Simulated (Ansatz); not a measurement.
`[F][Cd][N]([SiH3])[SiH3]` + HCl → `[F][Cd][Cl]` + `[SiH3]N[SiH3]` at 400 K and 1 bar (ligand exchange at a Cd–N bond).

Computed with Ansatz on PBE0-D4/def2-TZVP structures; ΔE is electronic, products minus reactants. CBS: MP2 limit from def2 TZ/QZ plus the TZ coupled-cluster correction, frozen cores. This one scheme is used for every species. def2 core potentials past Kr. For Cd outer-core shells are correlated without core-valence functions, which leaves a few kJ/mol of doubt a bond. One conformer a species, not always the lowest.

| species | CCSD(T)/CBS energy (Eh) | H − E (kJ/mol) | S (J/(mol·K)) |
| --- | --- | --- | --- |
| `[F][Cd][N]([SiH3])[SiH3]` | -904.02928 | 192.5 | 466.0 |
| HCl | -460.38127 | 29.6 | 195.4 |
| `[F][Cd][Cl]` | -727.34376 | 26.7 | 297.5 |
| `[SiH3]N[SiH3]` | -637.10515 | 203.4 | 366.7 |

H − E and S are ideal-gas, rigid-rotor, harmonic terms from PBE0-D4/def2-TZVP, for one conformer and one mirror image of each species. 1 Eh = 2625.50 kJ/mol, R = 8.31446 J/(mol·K).

**Question.** By hand: ΔE, ΔH, ΔS and ΔG.

**Answer.** ΔE = (-727.34376) + (-637.10515) − (-904.02928) − (-460.38127) = -0.03836 Eh = -100.7 kJ/mol. Δ(H − E) = 26.7 + 203.4 − 192.5 − 29.6 = 8.0, so ΔH = -92.7 kJ/mol. ΔS = 297.5 + 366.7 − 466.0 − 195.4 = 2.8 J/(mol·K). ΔG = -92.7 − 400 × (2.8)/1000 = -93.8 kJ/mol.

**Question.** By hand: the equilibrium constant, and the temperature at which ΔG would vanish if ΔH and ΔS stayed fixed.

**Answer.** log₁₀ K = −ΔG/(RT ln 10) = 12.2. ΔH and −TΔS have one sign here, so there is no such temperature. One of them is within its doubt of zero, so this could turn.

The number of gas molecules stays the same, so ΔS is small and ΔH decides. A doubt of 5 kJ/mol in ΔE shifts log₁₀ K by 0.7 here. Other conformers and mirror images would add mixing entropy, several J/(mol·K) or more a flexible species. Modes under 60 cm⁻¹, often nearly free rotors, make the harmonic entropy too high. These are equilibria of isolated gas molecules and say nothing of rates. Largest T1 diagnostic: 0.015 (customary marks: 0.02 for closed shells, 0.045 for open ones).
